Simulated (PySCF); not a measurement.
Molecule: i-BuOEt, C₆H₁₄O.

Structure with atom numbers: `[CH3:1][CH2:2][O:3][CH2:4][CH:5]([CH3:6])[CH3:7]` (H(Xn): hydrogen on atom n).

Geometry PBE0-D3(BJ)/def2-SVP throughout; GIAO in PySCF 2.14.0 with density-fitted response routines, gas phase, one conformer, non-relativistic; equivalent atoms averaged; basis pcSseg-1.

For orientation, wB97X-D gives these absolute shieldings σ: C4 108.5, C2 117.8, C5 153.9, C6/C7 163.8, C1 169.6, O3 290.5, H(C4) 28.52, H(C5) 29.82, H(C1) 30.26 ppm.

A run gave: C4 100.3, C2 109.6, C5 146.6, C6/C7 158.8, C1 165.7, O3 267.8, H(C4) 28.14, H(C5) 29.48, H(C1) 30.08 ppm (absolute shieldings σ).

Task: Which functional was used in that run?
A. HF
B. BHandHLYP
C. PBE
D. WP04
E. KT3

Result: C. C2 tells them apart best: PBE gives 109.6, KT3 gives 114.1, HF gives 131.3, WP04 gives 103.5, BHandHLYP gives 118.6 ppm.
